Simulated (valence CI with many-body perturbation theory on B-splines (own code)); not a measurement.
E1 transitions of Nb X

Method: valence CI with perturbative core correlation (CI+MBPT): four valence electrons over a frozen Dirac-Fock core [Ar] 3d10, radial functions for each j: 11 s, 11 p, 10 d, 8 f, 5 g, 2 h, with the one-electron correlation potential Σ1 (screened to all orders), the two-electron term Σ2, the three-electron term Σ3, Breit, model QED; selected single and double excitations, second order for the rest, scaled by the run's own slope (own B-spline code, finite nucleus).

No measured spectrum was set against this ion. As an estimate, levels hold to about 250 cm⁻¹ or 0.2 % of their energy and the worst to 1 %, as in measured heavy ions of charge 2 to 7; those with d or f electrons hold less well. Among the levels kept, up to 740 cm⁻¹ of a level comes from second order outside the variational space, and about a tenth of that is noise between levels of different J, which matters for small intervals.

Lines 201 to 250 of 554 in falling wavelength, among levels below 876500 cm⁻¹, chosen from the strongest by gf and those to the six lowest levels. Wavelengths and rates use the calculated energies, so an error of 600 cm⁻¹ moves a line at 347.5 Å by 0.21 % and its rate by three times that or more. Electric multipoles are in the length gauge, E1 and E2 with the static RPA response of the core. Weak lines are less certain than strong ones. Lines between different terms over intervals too small for the method are left out, as are lines whose strength nearly cancels. Where a level lies close to another of its J and parity, the split of strength between their lines is uncertain. The highest levels of a list are the least certain.

Names give the largest LS component (configuration and term), which can be under half, so a name can repeat, a term be missing and a line seem to break the LS rules; names also repeat where a configuration has a term twice. Letters in brackets count levels of one name in rising energy.

```
λ vac (Å)               Upper               Lower   A (s⁻¹)  S (a.u.)
    347.5  4s 4p2 4d 1D_2 [b]     4s2 4p 4d 3P°_2  3.00e+09  3.11e-01
    347.0  4s 4p2 4d 3S_1 [a]     4s2 4p 4d 3F°_2  6.31e+09  3.91e-01
    346.4            4p4 3P_2        4s 4p3 5S°_2  1.92e+08  1.97e-02
    344.5  4s 4p2 4d 3P_2 [c]     4s2 4p 4d 1D°_2  4.21e+09  4.25e-01
    344.2  4s 4p2 4d 3P_1 [c]     4s2 4p 4d 3D°_2  1.43e+10  8.62e-01
    342.4    4p3 4d 3D°_2 [b]  4s 4p2 4d 3F_3 [a]  3.28e+09  3.25e-01
    341.6    4p3 4d 3D°_3 [c]  4s 4p2 4d 3F_4 [a]  2.79e+09  3.85e-01
    341.5  4s 4p2 4d 3S_1 [b]     4s2 4p 4d 3F°_2  6.74e+09  3.97e-01
    341.0  4s 4p2 4d 3P_0 [c]     4s2 4p 4d 3P°_1  2.83e+10  5.54e-01
    339.9        4s 4p3 3S°_1        4s2 4p2 3P_1  1.26e+10  7.35e-01
    339.4  4s2 4p 4f 1G_4 [a]     4s2 4p 4d 3D°_3  1.68e+09  2.93e-01
    334.8      4s2 4p 4f 3D_3     4s2 4p 4d 1F°_3  4.20e+09  5.44e-01
    334.2  4s 4p2 4d 3D_3 [d]     4s2 4p 4d 3F°_3  2.98e+09  3.85e-01
    333.0  4s 4p2 4d 1P_1 [b]     4s2 4p 4d 3P°_2  4.60e+09  2.52e-01
    331.2      4s2 4p 5p 1D_2     4s2 4p 4d 1F°_3  8.53e+09  7.64e-01
    330.2     4s2 4p 4d 3F°_2        4s2 4p2 1D_2  1.02e+09  9.05e-02
    327.5      4s2 4p 4f 3D_2     4s2 4p 4d 1F°_3  3.48e+09  3.02e-01
    327.3      4s2 4p 5p 3D_1     4s2 4p 4d 3D°_1  6.29e+09  3.26e-01
    327.3     4s 4p2 4f 5D°_4      4s 4p2 4d 5P_3  4.02e+09  6.26e-01
    326.9  4s 4p2 4d 3P_2 [c]     4s2 4p 4d 3P°_2  5.41e+09  4.66e-01
    325.3    4s2 4d2 1D_2 [a]     4s2 4p 4d 1P°_1  8.74e+09  7.42e-01
    324.2        4s 4p3 3S°_1        4s2 4p2 3P_0  5.84e+09  2.95e-01
    324.1     4s 4p2 4f 5D°_3      4s 4p2 4d 5P_3  2.12e+09  2.49e-01
    321.9  4s2 4p 4f 1G_4 [b]     4s2 4p 4d 3D°_3  1.72e+09  2.55e-01
    321.1        4s 4p3 1P°_1        4s2 4p2 3P_2  1.44e+08  7.05e-03
    320.7     4s2 4p 4d 3F°_3        4s2 4p2 1D_2  1.61e+07  1.83e-03
    320.7  4s 4p2 4d 3D_3 [a]        4s 4p3 1D°_2  2.37e+09  2.70e-01
    320.1      4s2 4p 5p 1S_0     4s2 4p 4d 1P°_1  1.76e+10  2.85e-01
    320.1  4s 4p2 4d 1F_3 [b]     4s2 4p 4d 1F°_3  2.91e+10  3.30e+00
    318.6            4p4 1D_2        4s 4p3 5S°_2  1.56e+07  1.25e-03
    318.4    4s2 4d2 1D_2 [a]     4s2 4p 4d 1F°_3  1.45e+10  1.16e+00
    318.0     4s2 4p 4d 3D°_1        4s2 4p2 1S_0  9.36e+07  4.46e-03
    317.0      4s2 4p 4f 3G_4     4s2 4p 4d 3D°_3  5.60e+09  7.92e-01
    316.5      4s2 4p 4f 3F_2     4s2 4p 4d 3D°_1  1.04e+10  8.16e-01
    316.5  4s 4p2 4d 1D_2 [c]     4s2 4p 4d 1D°_2  6.44e+09  5.04e-01
    316.0      4s2 4p 4f 3F_3     4s2 4p 4d 1D°_2  2.91e+09  3.17e-01
    315.2      4s2 4p 5p 3P_0     4s2 4p 4d 3D°_1  1.69e+10  2.61e-01
    314.9  4s 4p2 4d 1F_3 [a]        4s 4p3 1D°_2  1.89e+09  2.04e-01
    314.1  4s 4p2 4d 3P_1 [a]        4s 4p3 3P°_2  8.57e+09  3.93e-01
    314.1      4s2 4p 5p 3P_2     4s2 4p 4d 3D°_2  5.29e+09  4.04e-01
    313.1      4s2 4p 5p 3P_2     4s2 4p 4d 3D°_3  7.54e+09  5.71e-01
    312.4        4s 4p3 1P°_1        4s2 4p2 3P_1  6.42e+09  2.90e-01
    311.6      4s2 4p 5p 3D_3     4s2 4p 4d 3D°_3  8.83e+09  9.22e-01
    310.0      4s2 4p 4f 3G_3     4s2 4p 4d 3P°_2  3.66e+09  3.77e-01
    309.6  4s 4p2 4d 1D_2 [c]     4s2 4p 4d 3D°_1  3.67e+09  2.69e-01
    307.5      4s2 4p 5p 3S_1     4s2 4p 4d 3D°_2  5.07e+09  2.18e-01
    307.1  4s2 4p 5p 3P_1 [b]     4s2 4p 4d 1D°_2  6.91e+09  2.96e-01
    306.0     4s2 4p 4d 3F°_2        4s2 4p2 3P_2  1.42e+09  1.00e-01
    305.6  4s2 4p 5p 3P_1 [a]     4s2 4p 4d 3P°_2  9.73e+09  4.11e-01
    305.3      4s2 4p 4f 3D_3     4s2 4p 4d 3D°_2  5.53e+09  5.44e-01
```
